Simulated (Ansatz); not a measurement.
Stepwise reaction of `[O]=[W]([F])([F])=[S]` with hydrogen chloride, as a gas-phase model of exchange steps in deposition or etching. ΔE in kJ/mol; ΔG adds harmonic PBE0-D4 terms to CCSD(T)/CBS, at 1 bar.

Computed with Ansatz on PBE0-D4/def2-TZVP structures; ΔE is electronic, products minus reactants. CCSD(T)/CBS adds triple-zeta CCSD(T) − MP2 to the extrapolated MP2 energy (def2 sets, frozen cores). This one scheme is used for every species. DFT in def2-TZVPP. B3LYP here is the variant with VWN-RPA as its local correlation; programs differ in this. def2 core potentials past Kr. For W outer-core shells are correlated without core-valence functions, which leaves a few kJ/mol of doubt a bond.

| step | reaction | PBE-D4 | B3LYP-D4 | ωB97M-V | CCSD(T)/CBS | ΔG(600 K) |
| --- | --- | --- | --- | --- | --- | --- |
| 1 | `[O]=[W]([F])([F])=[S]` + HCl → `[O]=[W]([F])(=[S])[Cl]` + H–F | -1.9 | -0.7 | 1.8 | -13.3 | -7.2 |

Give the row of step 2, `[O]=[W]([F])(=[S])[Cl]` + HCl → `[O]=[W](=[S])([Cl])[Cl]` + H–F. (An estimate is asked.)

Ansatz gave: 
```csv
step,reaction,PBE-D4,B3LYP-D4,ωB97M-V,CCSD(T)/CBS,ΔG(600 K)
2,`[O]=[W]([F])(=[S])[Cl]` + HCl → `[O]=[W](=[S])([Cl])[Cl]` + H–F,-3.1,-2.2,0.9,-14.7,-8.5
```

By hand: ΔE of the 2 steps together at CCSD(T)/CBS.

(-13.3) + (-14.7) = -28.0 kJ/mol, or -14.0 kJ/mol a step.

In ΔE the steps differ by no more than 1.4 kJ/mol. All are downhill at CCSD(T)/CBS. ΔG lies between -8.5 and -7.2 kJ/mol a step. PBE-D4 differs from CCSD(T)/CBS by 11.4 to 11.6 kJ/mol a step. Isolated molecules leave out the surface, adducts and barriers. Largest T1 diagnostic: 0.023.
